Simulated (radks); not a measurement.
Results of a calculation; reference values are marked as such.
Problem. The mean radii <r> (bohr) of the occupied orbitals of an atom or ion are listed with their occupations. Level of theory: non-relativistic Kohn-Sham, PBE, spin-unpolarised, spherical densities, point nucleus (a radial shooting solver on a logarithmic mesh with Libxc functionals).

| orbital | occ. | <r> |
|---|---|---|
| 1s | 2 | 0.03463 |
| 2s | 2 | 0.1509 |
| 2p | 6 | 0.1291 |
| 3s | 2 | 0.4148 |
| 3p | 6 | 0.4083 |
| 3d | 10 | 0.3836 |
| 4s | 2 | 1.048 |
| 4p | 6 | 1.141 |
| 4d | 7 | 1.677 |
| 5s | 1 | 3.539 |

Name the element and its charge.

Solution. Z = 44, ruthenium, charge 0: Ru in [Kr] 4d7 5s1. The 1s radius gives Z: for a bare nucleus <r> = 1.5/Z, 0.03409 bohr for Z = 44, and screening makes it slightly larger (0.03463 here). The occupations add up to 44, and the charge is Z minus that.
